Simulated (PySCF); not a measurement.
Hf(F)(SH)3 (FH3HfS3), SMILES [Hf]([F])([SH])([SH])[SH], multiplicity 1.

Coordinates come from a PBE-D3(BJ)/def2-SVP optimisation. The multiplicity is an assumed one; no other spin state was optimised. The structure was generated by enumeration; whether it is a known compound was not checked. The def2 effective core potentials stand for the cores of Hf; spin–orbit coupling is left out. One conformer was computed; it need not be the lowest.

All values below come from PBE-D3(BJ)/def2-SVP run with PySCF.

Frequencies are harmonic and unscaled.

Q: Give all harmonic wavenumbers and intensities. (An estimate is asked for; the answer gives what the named calculation found.)

A: 
```csv
mode,ν (cm⁻¹),IR (km/mol),moving atoms (share of kinetic energy)
1,77,2.3,"S 83 %, Hf 10 %"
2,80,0.2,"S 78 %, Hf 13 %"
3,91,3.0,"S 75 %, Hf 15 %, H 8 %"
4,116,3.6,"F 63 %, S 19 %, H 10 %, Hf 8 %"
5,122,3.6,"F 67 %, S 18 %"
6,175,28.2,H 87 %
7,185,6.7,"H 83 %, S 10 %"
8,252,19.6,H 95 %
9,334,28.7,"S 59 %, H 26 %, Hf 15 %"
10,340,10.8,"S 79 %, H 12 %, Hf 9 %"
11,354,38.1,"S 71 %, Hf 22 %"
12,446,39.7,"H 73 %, S 23 %"
13,497,14.2,"H 85 %, S 13 %"
14,503,23.6,"H 89 %, S 11 %"
15,649,74.2,"F 88 %, Hf 11 %"
16,2579,0.9,H 97 %
17,2579,1.2,H 97 %
18,2592,4.9,H 97 %
```
